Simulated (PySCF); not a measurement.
CH4Br2Ge, SMILES [CH3][GeH]([Br])[Br].

Coordinates come from a B3LYP-D3(BJ)/def2-SVP optimisation.

These are PBE/def2-TZVP in PySCF values and carry that method's errors.

The molecule is in vacuum.

Task: Estimate the frontier levels, gap, dipole moment and polarisability. (An estimate is asked for; the answer gives what the named calculation found.)

Result: 
The highest occupied level comes out as -7.04 eV, the lowest empty level is -2.05 eV and the orbital gap comes out as 4.98 eV. The dipole moment comes out as 2.51 D and the quadrupole, principal values (traceless, Buckingham form, about the centre of nuclear charge) is -5.09, 0.44, 4.65 D·Å. The mean static polarisability is 84.6 bohr³ (12.54 Å³) and the polarisability, principal values is 68.6, 84.8, 100.5 bohr³.
